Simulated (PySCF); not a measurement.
## N²⁺: ionisation energy

N²⁺ [He] 2s2 2p1 (2P) → N³⁺ [He] 2s2 (1S), as a difference of total energies. Calculation: PySCF 2.14, in aug-cc-pVDZ-DK; scalar relativity by spin-free X2C-1e. Correlated levels: valence: 1s2 frozen. The calculations carry no spin-orbit coupling.

```tsv
method	ionisation energy (eV)	plus first-order spin-orbit estimate	difference from reference of that sum (eV)
UHF	47.308	47.321	-0.124
MP2 (valence)	47.302	47.315	-0.130
SCS-MP2 (valence)	47.246	47.259	-0.186
CCSD (valence)	47.036	47.049	-0.396
CCSD(T) (valence)	47.051	47.064	-0.381
CCSDT (valence)	47.056	47.069	-0.376
FCI (valence)	47.056	47.069	-0.376
```

Reference: 47.445 eV (semi-empirical (NIST evaluation); NIST Atomic Spectra Database, ionization energies).

A first-order spin-orbit estimate (lowest level to lowest level, LS coupling) adds 0.013 eV.

Errors of the correlated levels include the incompleteness of this basis and the frozen core.

The coupled-cluster amplitudes are large for N³⁺ (T1 above 0.03 or a double amplitude above 0.15), so a single reference is strained.
